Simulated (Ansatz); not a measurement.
`[OH][AlH][CH2]F`, relaxed with RKS PBE0-D4/def2-TZVP in the Gaussian-basis code of Ansatz from a PBE-D4/def2-SVP geometry. The force threshold is 0.005 eV/Å; the program also tests the step.

Charge 0, multiplicity 1.

Start:

```xyz
8

O     1.104   -0.294   -1.590
Al   -0.097   -0.664   -0.415
C    -0.251    0.653    1.072
F    -0.632    1.871    0.469
H     1.223   -0.801   -2.408
H    -1.022   -1.958   -0.593
H     0.698    0.817    1.636
H    -1.022    0.377    1.829
```

```csv
step,energy (eV),largest force (eV/Å),largest move (Å)
1,-12457.4380,0.614,0.000
2,-12457.4685,0.277,0.033
3,-12457.4731,0.077,0.018
4,-12457.4735,0.017,0.010
5,-12457.4738,0.023,0.020
6,-12457.4742,0.034,0.025
7,-12457.4744,0.148,0.099
8,-12457.4762,0.088,0.009
9 (rejected),-12457.4673,0.487,0.088
10,-12457.4785,0.043,0.043
11,-12457.4822,0.094,0.097
13,-12457.4968,0.156,0.156
15 (rejected),-12457.4981,0.662,0.195
17,-12457.5094,0.230,0.096
19,-12457.5138,0.121,0.052
21,-12457.5228,0.198,0.110
23 (rejected),-12457.5119,0.353,0.195
25,-12457.5333,0.418,0.095
27,-12457.5409,0.081,0.076
29,-12457.5419,0.054,0.006
31,-12457.5421,0.010,0.020
33,-12457.5422,0.003,0.011
```

End:

```xyz
8

O     1.362   -0.881   -1.121
Al   -0.192   -0.413   -0.630
C    -0.229    0.702    1.000
F    -1.549    1.040    1.326
H     1.545   -1.420   -1.888
H    -1.481   -0.853   -1.435
H     0.336    1.635    0.881
H     0.208    0.191    1.867
```

Hardware: 2 threads of an Arm Neoverse V1 on a shared host. Wall time 96 s, peak host memory 0.29 GiB.
